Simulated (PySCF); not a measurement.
PySCF input file for ammonium (H4N), SMILES [NH4+], charge +1, IEF-PCM-PBE0/def2-TZVPD. Geometry: B3LYP-D3(BJ)/def2-TZVPD.

```python
import numpy as np
from pyscf import gto, scf, dft
from pyscf.solvent import pcm

mol = gto.M(
    atom='''
    N     0.00000000    0.00000000    0.00000000
    H     0.59184233   -0.59184233    0.59184233
    H    -0.59184233   -0.59184233   -0.59184233
    H    -0.59184233    0.59184233    0.59184233
    H     0.59184233    0.59184233   -0.59184233
    ''',
    basis='def2-TZVPD',
    charge=1,
    spin=0,
    max_memory=1600,
    verbose=3,
)
mf = dft.RKS(mol, xc='pbe0').density_fit(auxbasis='def2-universal-jkfit')
mf.grids.level = 3
mf.conv_tol = 1e-9
mf.max_cycle = 100
mf.kernel()
res = {}
for name, eps in {'water': 78.355, 'n-hexane': 1.8819, 'acetonitrile': 35.688}.items():
    s = mf.PCM()
    s.with_solvent.method, s.with_solvent.eps, s.with_solvent.lebedev_order = 'IEF-PCM', eps, 29
    s.kernel(mf.make_rdm1())
    res[name] = (s.e_tot, eps, s.dip_moment(), s.mo_energy, s.converged)
    print(f'{name}: electrostatic solvation free energy {(s.e_tot - mf.e_tot) * 627.509474:.3f} kcal/mol')
```

Output:

```
converged SCF energy = -56.8540489854166

WARN: PCM is an experimental feature. It is still in testing.
Features and APIs may be changed in the future.

converged SCF energy = -56.984489194222

WARN: System has nonzero charge 1; the dipole moment is origin-dependent.
Location of origin: [0. 0. 0.]

Dipole moment(X, Y, Z, Debye):  0.00000, -0.00000,  0.00000
water: electrostatic solvation free energy -81.852 kcal/mol

WARN: PCM is an experimental feature. It is still in testing.
Features and APIs may be changed in the future.

converged SCF energy = -56.9161484585605

WARN: System has nonzero charge 1; the dipole moment is origin-dependent.
Location of origin: [0. 0. 0.]

Dipole moment(X, Y, Z, Debye): -0.00000, -0.00000,  0.00000
n-hexane: electrostatic solvation free energy -38.968 kcal/mol

WARN: PCM is an experimental feature. It is still in testing.
Features and APIs may be changed in the future.

converged SCF energy = -56.982492724633

WARN: System has nonzero charge 1; the dipole moment is origin-dependent.
Location of origin: [0. 0. 0.]

Dipole moment(X, Y, Z, Debye):  0.00000, -0.00000,  0.00000
acetonitrile: electrostatic solvation free energy -80.600 kcal/mol
```

Self-consistency was reached.
